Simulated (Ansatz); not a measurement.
Z-matrix (Å, degrees):
```
Sn
H 1 1.7148
H 1 1.7149 2 109.69
H 1 1.7149 2 109.68 3 -120.53
```
Charge 0, spin multiplicity 2.

Level of theory: frozen-core CCSD(T)/def2-TZVPP // PBE0-D3(BJ)/def2-TZVP run with Ansatz (a program for electronic structure).

| Quantity | Value |
|---|---|
| HF energy | -215.04869 Ha |
| MP2 correlation energy | -0.32328 Ha |

Q: Estimate the CCSD correlation energy, the (T) correction, the total energy and the T1 diagnostic.

A: 
```
Quantity                         Value
-----------------------  -------------
CCSD correlation energy    -0.33708 Ha
(T) correction             -0.00787 Ha
CCSD(T) total energy     -215.39364 Ha
T1 diagnostic                    0.015
```
